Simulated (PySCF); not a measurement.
## Removal energies of Sc³⁺ from EOM-IP-GCCSD

Reference: closed-shell Sc³⁺, [Ar]; one electron is removed. Calculated with PySCF 2.14, two-component X2C-1e with screened spin-orbit coupling, an uncontracted even-tempered set (21 s from 0.02 bohr⁻², ratio 2.6; 15 p from 0.025 bohr⁻², ratio 2.6; 7 d from 0.026 bohr⁻², ratio 2.8; 3 f from 2.9 bohr⁻², ratio 2.8); frozen [Ne]; the 58 highest virtual spinors dropped; of the others 56 kept and the rest restored at second order. No Breit or QED terms. Binding energies in eV.

```json
{"level": "3s1/2", "Koopmans": "101.75", "second order": "95.904", "EOM-CCSD": "95.281"}
{"level": "3p1/2", "Koopmans": "74.026", "second order": "73.657", "EOM-CCSD": "73.760"}
{"level": "3p3/2", "Koopmans": "73.436", "second order": "73.093", "EOM-CCSD": "73.197"}
```

In EOM-CCSD the overlap with the one-orbital guess is low for 3s1/2 (weight 0.79). That can mean mixing with two-hole, one-particle states, where second order and EOM-CCSD lose accuracy, or only a rotation among the degenerate components of the shell; the terms of those configurations are not listed.

For comparison, the ionisation energy of Sc³⁺ is 73.489 eV (measured; NIST Atomic Spectra Database, ionization energies).

The screened spin-orbit operator tends to give fine-structure splittings of light species too large.
